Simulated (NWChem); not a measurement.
Species: fluoroethane (C2H5F); SMILES CCF

Question: Give the equilibrium geometry at B3LYP/6-31G* (spherical d) (NWChem) as a list of bonds and angles, with the point group.

Answer: point group Cs; any orientation.
Bonds (Å): C1–C2 1.517, C1–H4 1.096, C1–H5 1.095, C1–H6 1.095, C2–F3 1.393, C2–H7 1.097, C2–H8 1.097. Bond angles (°): C2–C1–H4 110.5, C2–C1–H5 110.5, C2–C1–H6 110.5, H4–C1–H5 108.4, H4–C1–H6 108.4, H5–C1–H6 108.4, C1–C2–F3 109.8, C1–C2–H7 111.3, C1–C2–H8 111.3, F3–C2–H7 108.0, F3–C2–H8 108.0, H7–C2–H8 108.3.
